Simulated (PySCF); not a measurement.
PySCF job for CH5Si, SMILES [SiH3][CH2], multiplicity 2, TDA-PBE/def2-TZVPD. The structure is a stationary point at B3LYP-D3(BJ)/def2-TZVP. The isomer is the one that the SMILES or the coordinates give; other isomers of the formula were not compared.

```python
import numpy as np
from pyscf import gto, scf, dft, tdscf

mol = gto.M(
    atom='''
    C     1.26859515   -0.00344915   -0.00000000
    Si   -0.57349224   -0.00190119    0.00000000
    H     1.85333007    0.01572341   -0.91260257
    H     1.85333006    0.01572343    0.91260258
    H    -1.11088724    1.38553353   -0.00000002
    H    -1.08922622   -0.68483440   -1.21071388
    H    -1.08922622   -0.68483438    1.21071390
    ''',
    basis='def2-TZVPD',
    charge=0,
    spin=1,
    max_memory=1600,
    verbose=4,
)
mf = dft.UKS(mol, xc='pbe').density_fit(auxbasis='def2-universal-jkfit')
mf.grids.level = 3
mf.conv_tol = 1e-9
mf.max_cycle = 100
mf.kernel()
fine, coarse = mf.grids, dft.Grids(mol).set(level=1).build(with_non0tab=True)
for _ in range(3):  # follow internal instabilities
    mf.grids = coarse
    mo, _, stable, _ = mf.stability(return_status=True, nroots=4)
    mf.grids = fine
    if stable:
        break
    mf.kernel(mf.make_rdm1(mo, mf.mo_occ))
mf.grids = dft.Grids(mol).set(level=1).build(with_non0tab=True)  # coarser grid for the response kernel
td = tdscf.TDA(mf)
td.nstates = 10
td.conv_tol = 1e-4
td.positive_eig_threshold = 1e-6
td.kernel(x0=td.get_init_guess(mf, 15))
td.analyze()
```

It prints:

```
PySCF version 2.14.0

[INPUT] verbose = 4
[INPUT] num. atoms = 7
[INPUT] num. electrons = 25
[INPUT] charge = 0
[INPUT] spin (= nelec alpha-beta = 2S) = 1
[INPUT] symmetry False subgroup None
[INPUT] Mole.unit = angstrom
[INPUT] Symbol           X                Y                Z      unit          X                Y                Z       unit  Magmom
[INPUT]  1 C      1.268595150000  -0.003449150000   0.000000000000 AA    2.397297396452  -0.006517948863   0.000000000000 Bohr   0.0
[INPUT]  2 Si    -0.573492240000  -0.001901190000   0.000000000000 AA   -1.083743268163  -0.003592728411   0.000000000000 Bohr   0.0
[INPUT]  3 H      1.853330070000   0.015723410000  -0.912602570000 AA    3.502286250721   0.029712938644  -1.724568917874 Bohr   0.0
[INPUT]  4 H      1.853330060000   0.015723430000   0.912602580000 AA    3.502286231824   0.029712976439   1.724568936771 Bohr   0.0
[INPUT]  5 H     -1.110887240000   1.385533530000  -0.000000020000 AA   -2.099272638874   2.618278908102  -0.000000037795 Bohr   0.0
[INPUT]  6 H     -1.089226220000  -0.684834400000  -1.210713880000 AA   -2.058339243495  -1.294149456681  -2.287917648410 Bohr   0.0
[INPUT]  7 H     -1.089226220000  -0.684834380000   1.210713900000 AA   -2.058339243495  -1.294149418886   2.287917686204 Bohr   0.0

nuclear repulsion = 56.0453561391327
number of shells = 53
number of NR pGTOs = 176
number of NR cGTOs = 125
basis = def2-TZVPD
ecp = {}


[settings echo left out]
init E= -330.150363482548
  alpha nocc = 13  HOMO = -0.231638677162891  LUMO = -0.0379171355132404
  beta  nocc = 12  HOMO = -0.350257985052725  LUMO = -0.231638677162891

WARN: HOMO -0.231638677162891 >= LUMO -0.231638677162891

cycle= 1 E= -330.31527234412  delta_E= -0.165  |g|= 0.212  |ddm|= 1.29
  alpha nocc = 13  HOMO = -0.142278695492845  LUMO = 0.00227787408107308
  beta  nocc = 12  HOMO = -0.251535343006413  LUMO = -0.0816311466530841
  HOMO = -0.142278695493  LUMO = -0.0816311466531  gap/eV = 1.65030
cycle= 2 E= -330.291060404283  delta_E= 0.0242  |g|= 0.29  |ddm|= 0.417
  alpha nocc = 13  HOMO = -0.211647207728515  LUMO = -0.00934656777311408
  beta  nocc = 12  HOMO = -0.293086321578774  LUMO = -0.142284409930578
  HOMO = -0.211647207729  LUMO = -0.142284409931  gap/eV = 1.88746
cycle= 3 E= -330.338861389245  delta_E= -0.0478  |g|= 0.0393  |ddm|= 0.265
  alpha nocc = 13  HOMO = -0.207106123131748  LUMO = -0.0112260197082576
  beta  nocc = 12  HOMO = -0.30224668913709  LUMO = -0.13367676288641
  HOMO = -0.207106123132  LUMO = -0.133676762886  gap/eV = 1.99811
cycle= 4 E= -330.339881031928  delta_E= -0.00102  |g|= 0.00802  |ddm|= 0.044
  alpha nocc = 13  HOMO = -0.208544377226804  LUMO = -0.0106141977773333
  beta  nocc = 12  HOMO = -0.300089574429214  LUMO = -0.132930034980443
  HOMO = -0.208544377227  LUMO = -0.13293003498  gap/eV = 2.05757
cycle= 5 E= -330.339934965776  delta_E= -5.39e-05  |g|= 0.00218  |ddm|= 0.0123
  alpha nocc = 13  HOMO = -0.208497694593568  LUMO = -0.0107022551922008
  beta  nocc = 12  HOMO = -0.300262669786688  LUMO = -0.132469527028437
  HOMO = -0.208497694594  LUMO = -0.132469527028  gap/eV = 2.06883
cycle= 6 E= -330.339938500528  delta_E= -3.53e-06  |g|= 0.000677  |ddm|= 0.00291
  alpha nocc = 13  HOMO = -0.208427202383419  LUMO = -0.0106316818735197
  beta  nocc = 12  HOMO = -0.300145690742129  LUMO = -0.132309992278888
  HOMO = -0.208427202383  LUMO = -0.132309992279  gap/eV = 2.07125
cycle= 7 E= -330.339938760338  delta_E= -2.6e-07  |g|= 0.000192  |ddm|= 0.000975
  alpha nocc = 13  HOMO = -0.208465032099816  LUMO = -0.0106533907642627
  beta  nocc = 12  HOMO = -0.300180692883187  LUMO = -0.132338320853879
  HOMO = -0.2084650321  LUMO = -0.132338320854  gap/eV = 2.07151
cycle= 8 E= -330.33993878791  delta_E= -2.76e-08  |g|= 5.09e-05  |ddm|= 0.000283
  alpha nocc = 13  HOMO = -0.208464628566684  LUMO = -0.0106533386929838
  beta  nocc = 12  HOMO = -0.300178433301797  LUMO = -0.132337774258115
  HOMO = -0.208464628567  LUMO = -0.132337774258  gap/eV = 2.07152
cycle= 9 E= -330.33993878992  delta_E= -2.01e-09  |g|= 1.1e-05  |ddm|= 7.75e-05
  alpha nocc = 13  HOMO = -0.208462769477276  LUMO = -0.0106527641549286
  beta  nocc = 12  HOMO = -0.300177848581069  LUMO = -0.132335396826484
  HOMO = -0.208462769477  LUMO = -0.132335396826  gap/eV = 2.07153
cycle= 10 E= -330.339938790001  delta_E= -8.1e-11  |g|= 2.48e-06  |ddm|= 1.55e-05
  alpha nocc = 13  HOMO = -0.208463174455883  LUMO = -0.0106528702108336
  beta  nocc = 12  HOMO = -0.300177333263215  LUMO = -0.132335791447975
  HOMO = -0.208463174456  LUMO = -0.132335791448  gap/eV = 2.07153
Extra cycle  E= -330.339938790003  delta_E= -2.05e-12  |g|= 2.02e-06  |ddm|= 4.4e-06
converged SCF energy = -330.339938790003  <S^2> = 0.75365476  2S+1 = 2.0036514
tot grids = 23952
uhf_internal: lowest eigs of H = [0.52277838 0.52883232 0.54495254 0.5515644 ]
<class 'pyscf.df.df_jk.DFUKS'> wavefunction is stable in the internal stability analysis
tot grids = 23952
Overwritten attributes  positive_eig_threshold  of <class 'pyscf.tdscf.uks.TDA'>


******** <class 'pyscf.tdscf.uks.TDA'> for <class 'pyscf.df.df_jk.DFUKS'> ********
nstates = 10
deg_eia_thresh = 1.000e-03
wfnsym = None
conv_tol = 0.0001
eigh lindep = 1e-12
eigh level_shift = 0
eigh max_cycle = 100


Excitation energies (eV)
[4.57022936 4.59707722 4.92036512 5.19284327 5.80329416 5.99716126
 6.3024406  6.48703033 6.65337737 6.99902359]

** Excitation energies and oscillator strengths **
Excited State   1:      4.57023 eV    271.29 nm  f=0.0029
      12b ->   13b     -0.99688
Excited State   2:      4.59708 eV    269.70 nm  f=0.0035
      10b ->   13b     -0.37844
      11b ->   13b     -0.91163
Excited State   3:      4.92037 eV    251.98 nm  f=0.0415
      13a ->   17a      0.13339
      10b ->   13b     -0.90340
      11b ->   13b      0.37188
Excited State   4:      5.19284 eV    238.76 nm  f=0.0120
      13a ->   14a      0.99318
Excited State   5:      5.80329 eV    213.64 nm  f=0.0048
      13a ->   15a      0.99487
Excited State   6:      5.99716 eV    206.74 nm  f=0.0000
      13a ->   16a      0.99768
Excited State   7:      6.30244 eV    196.72 nm  f=0.0234
      13a ->   17a      0.98276
      10b ->   13b      0.10334
Excited State   8:      6.48703 eV    191.13 nm  f=0.0005
      13a ->   19a     -0.22770
       9b ->   13b     -0.96882
Excited State   9:      6.65338 eV    186.35 nm  f=0.0097
      13a ->   18a     -0.99561
Excited State  10:      6.99902 eV    177.14 nm  f=0.0013
      13a ->   19a      0.97288
       9b ->   13b     -0.22848

** Transition electric dipole moments (AU) **
state          X           Y           Z        Dip. S.      Osc.
  1        -0.0000     -0.0000     -0.1609      0.0259      0.0029
  2         0.0786      0.1570     -0.0000      0.0308      0.0035
  3        -0.5557      0.1881     -0.0000      0.3442      0.0415
  4        -0.0388      0.3045     -0.0000      0.0942      0.0120
  5         0.0387     -0.1798      0.0000      0.0338      0.0048
  6        -0.0000     -0.0000     -0.0045      0.0000      0.0000
  7         0.3874      0.0349     -0.0000      0.1513      0.0234
  8        -0.0000     -0.0000     -0.0576      0.0033      0.0005
  9        -0.0073     -0.2435      0.0000      0.0593      0.0097
 10         0.0000      0.0000      0.0865      0.0075      0.0013

** Transition velocity dipole moments (imaginary part, AU) **
state          X           Y           Z        Dip. S.      Osc.
  1        -0.0000      0.0000      0.0021      0.0000      0.0000
  2         0.0037     -0.0221      0.0000      0.0005      0.0020
  3        -0.0357     -0.0071      0.0000      0.0013      0.0049
  4        -0.0034      0.0770     -0.0000      0.0059      0.0208
  5         0.0047     -0.0520      0.0000      0.0027      0.0085
  6        -0.0000     -0.0000      0.0004      0.0000      0.0000
  7         0.0494      0.0090     -0.0000      0.0025      0.0073
  8        -0.0000      0.0000     -0.0055      0.0000      0.0001
  9        -0.0010     -0.0523      0.0000      0.0027      0.0075
 10         0.0000      0.0000      0.0207      0.0004      0.0011

** Transition magnetic dipole moments (imaginary part, AU) **
state          X           Y           Z
  1         0.2278     -0.0720     -0.0000
  2         0.0000      0.0000      0.6165
  3        -0.0000     -0.0000     -0.0052
  4         0.0000     -0.0000     -0.7474
  5        -0.0000     -0.0000     -0.0123
  6         0.2222      0.3642     -0.0000
  7        -0.0000     -0.0000     -0.4655
  8        -0.8779     -0.0934     -0.0000
  9        -0.0000      0.0000     -0.1983
 10        -0.0383      0.0971     -0.0000
```

The run converged.
